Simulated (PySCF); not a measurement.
## Worked example: entropy of an ideal gas

WO₂Cl₂, SMILES [O]=[W](=[O])([Cl])[Cl], multiplicity 1.

Geometry: PBE-D3(BJ)/def2-SVP. The multiplicity is an assumed one; no other spin state was optimised. The isomer is the one that the SMILES or the coordinates give; other isomers of the formula were not compared. The def2 effective core potentials stand for the cores of W; spin–orbit coupling is left out.

PBE-D3(BJ)/def2-SVP run with PySCF gives the harmonic wavenumbers 107, 151, 207, 219, 336, 408, 418, 973, 1002 cm⁻¹ and the rotational temperatures 0.1277, 0.0751, 0.0617 K. The molar mass is 286.74 g/mol, the symmetry number 2, the spin multiplicity 1.

Problem. Work out the entropy at 298.15 K and 1 atm in the rigid-rotor, harmonic-oscillator model.

Solution. 
Translation (Sackur–Tetrode at 1 atm): S = R[1.5 ln M + 2.5 ln T − 1.16487] = 179.3 J/(mol K).
Rotation: q = (√π/σ) T^1.5/√(θA θB θC) = 188000, S = R[ln q + 3/2] = 113.4 J/(mol K).
Vibration: with u = 1.4388 ν/T, each mode gives R[u/(e^u − 1) − ln(1 − e^−u)]:
```tsv
ν (cm⁻¹)	modes	u	S (J/(mol K))
107	1	0.52	13.90
151	1	0.73	11.13
207	1	1.00	8.66
219	1	1.06	8.23
336	1	1.62	5.15
408	1	1.97	3.91
418	1	2.02	3.76
973	1	4.70	0.44
1002	1	4.84	0.39
```
These are all the modes. Sum 55.6 J/(mol K).
Spin: R ln 1 = 0.0 J/(mol K).
Total 348.3 J/(mol K); the program's own thermochemistry gives 348.3. Translation makes up 51 % and vibration 16 %. Anharmonicity, hindered rotation and orbital degeneracy are left out.
